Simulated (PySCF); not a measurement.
Gas-phase equilibrium of 1 mol H2S, 1.5 mol SO2 at 1800 K and 1.00 bar, among 21 species (S2O, SO2, O2, O, S2, S6, HO2, H2S2, H2O, H, H2O2, H2S, O3, SO, SH, H2, S8, S, SO3, H2SO4, OH). Only gases are allowed; each row takes one source of thermochemistry for all species, and Cantera finds the minimum.

Energies from PySCF, thermal terms from the rigid-rotor harmonic-oscillator model, ideal gas at 1 bar. † marks an energy on the PBE0/def2-TZVP geometry and frequencies; other levels use their own. Open shells (unrestricted) among the columns below: O (multiplicity 3, electronic degeneracy 9), S2 (multiplicity 3), SO (multiplicity 3), SH (multiplicity 2, electronic degeneracy 4), S (multiplicity 3, electronic degeneracy 9), OH (multiplicity 2, electronic degeneracy 4); the rest are closed-shell singlets. Spin-orbit splitting is ignored; it lowers the true energy and changes the entropy of O, SH, S, OH. B3LYP is the form with VWN-RPA correlation. The harmonic model lacks anharmonicity and excited electronic states, which grow with temperature; levels with a mode under 35 cm⁻¹ are left out.

Molecules larger than those listed are left out.

Mole fractions:

```tsv
thermochemistry	x SO2	x H2O	x O	x S	x S2	x SO	x H2	x OH	x H2S	x SH	x S2O
B3LYP/def2-TZVP†	0.35	0.29	2.1e-7	0.00035	0.22	0.071	0.049	0.00015	0.013	0.0039	0.0027
HF/def2-TZVP†	0.0019	0.16	0.28	0.25	0.055	0.15	0.013	0.065	0.0017	0.029	4.9e-7
PBE/def2-SVP	0.31	0.32	7.6e-8	0.00010	0.22	0.10	0.023	8.4e-5	0.0092	0.0016	0.0054
PBE/def2-TZVP†	0.39	0.25	9.4e-9	6.5e-5	0.21	0.033	0.083	2.9e-5	0.020	0.0019	0.010
PBE0/def2-TZVP	0.35	0.31	2.1e-7	0.00022	0.23	0.049	0.029	0.00013	0.013	0.0028	0.0034
ωB97M-V/def2-TZVP†	0.39	0.28	9.0e-8	0.00026	0.22	0.028	0.048	6.8e-5	0.034	0.0043	0.0036
```
The most sensitive of these is O: it spans a factor of 10^7.5 over these rows; at this temperature one factor of ten is RT ln 10 = 34 kJ/mol.
